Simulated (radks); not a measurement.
Task: The manganese ion Mn2+, configuration [Ar] 3d4 4f1 (not the ground configuration). Calculated with a radial shooting solver on a logarithmic mesh with Libxc functionals: non-relativistic Kohn-Sham, r2SCAN, spin-unpolarised, spherical densities, point nucleus; meta-GGA in the generalised Kohn-Sham scheme. Some entries of the table are withheld. Estimate them.

| orbital | occ. | eigenvalue (eV) | r(max) (bohr) |
|---|---|---|---|
| 1s | 2 | -6428.792 | 0.04054 |
| 2s | 2 | -773.5062 | 0.2349 |
| 2p | 6 | (1) | 0.1896 |
| 3s | 2 | -117.9514 | 0.7402 |
| 3p | 6 | -86.5200 | 0.7515 |
| 3d | 4 | -36.1485 | 0.7421 |
| 4f | 1 | -5.9726 | (2) |

Result: 
(1) 2p eigenvalue (eV): -666.1484
(2) 4f r(max) (bohr): 5.395
